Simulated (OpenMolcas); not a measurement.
Computed levels of 4d⁵ in ions with 41 electrons, in cm-1 above ⁶S_5/2.

- Program: OpenMolcas
- Method: SS-CASPT2, IPEA 0.25 Eh, imaginary shift 0.1 Eh
- Basis: ANO-RCC-VQZP
- Scalar Hamiltonian: DKH2, point nucleus
- Spin-orbit coupling: state interaction with AMFI integrals over the reference wave functions, term energies averaged over their components

Active space for each ion: 5 electrons in 10 orbitals (4d 5d); closed shells correlated by CASPT2: 4s 4p.

| Level | Tc2+ | Ru3+ | Pd5+ | Ag6+ |
| --- | --- | --- | --- | --- |
| ⁴G_5/2 | 20200 | 23370 | 28740 | 31200 |
| ⁴G_7/2 | 20370 | 23620 | 29290 | 32050 |
| ⁴G_11/2 | 20480 | 23760 | 29520 | 32360 |
| ⁴G_9/2 | 20490 | 23790 | 29630 | 32530 |
| ⁴P_3/2 | 22650 | 26300 | 32290 | 34960 |
| ⁴P_1/2 | 23140 | 27000 | 33510 | 36480 |
| ⁴D_7/2 | 24200 | 28190 | 35060 | 38420 |
| ⁴D_1/2 | 24690 | 28990 | 36610 | 40400 |
| ⁴D_3/2 | 25110 | 29550 | 37510 | 41460 |

**Question.** Estimate ⁴G_5/2, ⁴G_7/2 for Rh4+ from its neighbours Ru3+ and Pd5+.

**Answer.** ⁴G_5/2 is another term, which grows about linearly with the charge: (23370 + 28740) / 2 = 26055. The calculation gives 26110, so the estimate is off by -0.2 %.
⁴G_7/2 is another term, which grows about linearly with the charge: (23620 + 29290) / 2 = 26455. The calculation gives 26490, so the estimate is off by -0.1 %.

Mixed levels, with the weight of the term that names them: Tc2+ ⁴P_3/2 (63 %), Tc2+ ⁴D_3/2 (63 %), Ru3+ ⁴P_3/2 (60 %), Ru3+ ⁴P_1/2 (72 %), Ru3+ ⁴D_1/2 (73 %), Ru3+ ⁴D_3/2 (59 %), Rh4+ ⁴P_3/2 (57 %), Rh4+ ⁴P_1/2 (70 %), Rh4+ ⁴D_1/2 (71 %), Rh4+ ⁴D_3/2 (57 %), Pd5+ ⁴P_3/2 (55 %), Pd5+ ⁴P_1/2 (68 %), Pd5+ ⁴D_1/2 (68 %), Pd5+ ⁴D_3/2 (55 %), Ag6+ ⁴P_3/2 (55 %), Ag6+ ⁴P_1/2 (69 %), Ag6+ ⁴D_1/2 (70 %), Ag6+ ⁴D_3/2 (55 %).

CASPT2 does not keep the components of a term degenerate, so their means are used; among the terms shown or strongly mixed into the levels shown the widest spread is 79 cm-1 (4d⁵ ⁴D, Tc2+). Active for correlation alone: 5d; no level in the range computed is led by a configuration that fills it, so any true level of that kind is missing. Only configurations of the active space appear.
